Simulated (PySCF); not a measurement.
From computed data to an observable: chemical shift, span and skew from a shielding tensor

C₃H₉NOSi, SMILES [SiH]1(CN(C)C1)O. Atoms are numbered in the order given.

```xyz
15

C     -2.4869     0.3074     0.0000
N     -1.0447     0.3419     0.0000
C     -0.3634    -0.2744    -1.1564
Si     1.1290    -0.4536     0.0000
O      2.2392     0.7870     0.0000
C     -0.3634    -0.2744     1.1564
H     -2.8895    -0.7334     0.0000
H     -2.8781     0.8236     0.8920
H     -2.8781     0.8236    -0.8920
H     -0.3470     0.3669    -2.0552
H     -0.8008    -1.2617    -1.4441
H      1.9532    -1.6908     0.0000
H      1.8628     1.6758     0.0000
H     -0.3470     0.3669     2.0552
H     -0.8008    -1.2617     1.4441
```
Charge 0, spin multiplicity 1.

Geometry: r2SCAN-D4/def2-SVP. This is a generated structure with no PubChem entry under its InChIKey; it may be hypothetical. One conformer was computed; it need not be the lowest.

GIAO shieldings from PBE/pcSseg-1 (PySCF), non-relativistic, no solvent. The symmetric part of the tensor of C3 has the principal values 93.7, 103.2, 164.2 ppm. The same nucleus in TMS has σ = 182.0 ppm at this level (PySCF, at its B3LYP-D3(BJ)/def2-TZVP geometry).

Question: Work out the isotropic shielding, the ¹³C shift against TMS, the span and the skew.

Answer: 
σ(iso) = (σ11 + σ22 + σ33)/3 = 120.4 ppm. δ = σ(ref) − σ(iso) = 182.0 − (120.4) = 61.6 ppm.
Span Ω = σ33 − σ11 = 70.5 ppm. Skew κ = 3(σ(iso) − σ22)/Ω = 0.73. Tumbling in solution averages the tensor to δ; in a static solid the shielding alone would spread this spin-1/2 line over Ω.
